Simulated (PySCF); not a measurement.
Mo(NH)(S)(Cl)2 (Cl2HMoNS), SMILES [Cl][Mo](=[NH])(=[S])[Cl], multiplicity 1. The structure is a stationary point at PBE-D3(BJ)/def2-SVP. The multiplicity is an assumed one; no other spin state was optimised. The structure was generated by enumeration; whether it is a known compound was not checked. The def2 effective core potentials stand for the cores of Mo; spin–orbit coupling is left out.

All values below come from PySCF with PBE-D3(BJ)/def2-SVP.

Harmonic wavenumbers (cm⁻¹): 108, 142, 151, 211, 251, 386, 420, 515, 560, 581, 984, 3488. Rotational constants (GHz): 1.739, 1.452, 1.087; symmetry number 1.

Work out the zero-point energy and the ideal-gas rigid-rotor harmonic-oscillator thermochemistry at 298.15 K and 1 atm.

ZPE = ½ Σ hcν = ½ × 7798 cm⁻¹ = 11.15 kcal/mol. H − E(el) = 16.19 kcal/mol. Entropy in cal/(mol K): translation 41.98, rotation 29.15, vibration 16.12, total 87.26. G − E(el) = -9.82 kcal/mol. Cp = 24.02 cal/(mol K). Modes under 150 cm⁻¹ make the vibrational entropy uncertain.
